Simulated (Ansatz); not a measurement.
Stretching the Mg1–H2 bond in H4MgSi (SMILES [MgH][SiH3]) (multiplicity 1 held, fragments rigid). Energies count from the point at 1.702 Å.
Geometry at that point (charge 0, multiplicity 1):
```xyz
6

Mg    -1.27393    -0.69924    -0.17849
H     -2.75464    -1.51198    -0.38596
Si     0.97177     0.53339     0.13616
H      1.61306     0.24974     1.45236
H      0.83766     2.01691     0.06363
H      1.98630     0.16876    -0.89431
```

Restricted levels (R-, RO-) in cc, def2 and unpolarised 6-31G sets keep to the state of the molecule at rest. U- levels take the lowest unrestricted solution at each point, which mixes spins at long bonds. Curves can end on different states.

Programs: Ansatz (Gaussian basis) for Hartree–Fock, density functionals and correlated methods. Each number belongs to the level named beside it.

One of these levels gives 284.7 kJ/mol for the energy at R = 5.446 Å. Which one is it?
A. U-r2SCAN/def2-TZVPPD
B. R-wB97X-V/def2-TZVPPD
C. U-HF/def2-TZVPPD
D. R-r2SCAN/def2-TZVPPD

A, U-r2SCAN/def2-TZVPPD. The others give 214.9 (U-HF/def2-TZVPPD), 397.1 (R-r2SCAN/def2-TZVPPD), 506.4 (R-wB97X-V/def2-TZVPPD)

Doubts at one or more of the structures used: a spin-contaminated determinant (U-HF/def2-TZVPPD, U-r2SCAN/def2-TZVPPD); a restricted determinant that unrestricted orbitals would lower (R-r2SCAN/def2-TZVPPD, R-wB97X-V/def2-TZVPPD).

Ansatz is a first-principles code.
